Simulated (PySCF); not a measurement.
Ti(OSiH3)4 (singlet state).
Geometry (PBE0-D3(BJ)/def2-SVP, Å), atoms numbered from 1 in this order:
```xyz
21
H12O4Si4Ti angstrom
Ti    -0.026   -0.032    0.017
O      0.681   -0.637    1.533
Si     1.247   -1.137    3.012
H      0.922   -2.580    3.215
H      0.609   -0.332    4.095
H      2.728   -0.954    3.070
O      1.109   -0.316   -1.321
Si     2.189   -0.562   -2.557
H      1.860   -1.834   -3.266
H      3.575   -0.648   -2.008
H      2.116    0.573   -3.524
O     -0.336    1.712    0.165
Si    -0.501    3.359    0.278
H     -0.573    3.761    1.715
H     -1.750    3.790   -0.416
H      0.672    4.028   -0.359
O     -1.557   -0.873   -0.315
Si    -2.966   -1.649   -0.723
H     -3.733   -1.983    0.514
H     -2.654   -2.908   -1.462
H     -3.798   -0.763   -1.591
```

Method used: PySCF 2.14.0, density-fitted response routines, TDDFT wB97X-D/def2-SVPD, vertical, gas phase, core orbitals frozen in the response.

Kohn–Sham orbitals with the atoms that hold most of them (Löwdin shares over 4%, at most four atoms):

```csv
orbital,ε (eV),atoms
LUMO+2,1.10,"Ti1 37%, Si13 8%, Si8 7%, Si18 6%"
LUMO+1,0.33,"Ti1 74%, O7 5%, O12 5%, O2 4%"
LUMO,0.32,"Ti1 74%, O17 5%, O12 5%, O2 5%"
HOMO,-10.52,"O17 19%, O2 18%, O12 12%, Si18 8%"
HOMO-1,-10.52,"O7 17%, O2 14%, O17 12%, O12 8%"
HOMO-2,-10.52,"O12 19%, O7 18%, O17 8%, Si13 8%"
HOMO-3,-11.02,"O7 9%, Si8 8%, O2 8%, O12 8%"
```

Within 0.005 eV of a neighbour in this list lie HOMO-2/HOMO-1/HOMO.

(1) The HOMO–LUMO gap is 10.84 eV. Where does the response calculation put the lowest singlet, and from which orbitals?

Results:

(1) S1 is at 5.96 eV (f = 0.0000), 4.89 eV below the gap, made of HOMO→LUMO (39%), HOMO-2→LUMO (36%). 

For S1 the Löwdin share of titanium is at most 8% in HOMO and 74% in LUMO (ligand-to-metal charge transfer by this measure).

Next come S2 at 5.96 eV (f 0.0000), HOMO-1→LUMO+1 (49%), HOMO-1→LUMO (29%); S3 at 5.96 eV (f 0.0003), HOMO→LUMO+1 (32%), HOMO-2→LUMO+1 (29%), HOMO-2→LUMO (19%); S4 at 6.19 eV (f 0.064), HOMO→LUMO (29%), HOMO-2→LUMO (27%), HOMO-2→LUMO+1 (11%); S5 at 6.19 eV (f 0.063), HOMO-1→LUMO (40%), HOMO-1→LUMO+1 (26%).
